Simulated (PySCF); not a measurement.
Cl2Sr, charge +1, multiplicity 2. Atoms are numbered in the order given.

```xyz
3

Sr     0.0000     0.0000    -1.0802
Cl     0.0000     1.3658     1.2072
Cl     0.0000    -1.3658     1.2072
```
Charge +1, spin multiplicity 2.

Coordinates come from a B3LYP-D3(BJ)/def2-TZVP optimisation. The multiplicity is an assumed one; other spin states were not compared. The isomer is the one that the SMILES or the coordinates give; other isomers of the formula were not compared. The def2 effective core potentials stand for the cores of Sr; spin–orbit coupling is left out.

Calculation: PBE/def2-TZVPD (PySCF).

Mulliken values depend strongly on the basis, most of all with diffuse functions as here. ESP charges are fitted to the potential on shells at 1.4 to 2.0 van der Waals radii. Atomic charges (e):

| atom | Mulliken | ESP fit | Mulliken spin |
|---|---|---|---|
| Sr1 | 1.59 | 1.35 | -0.02 |
| Cl2 | -0.29 | -0.18 | 0.51 |
| Cl3 | -0.29 | -0.18 | 0.51 |
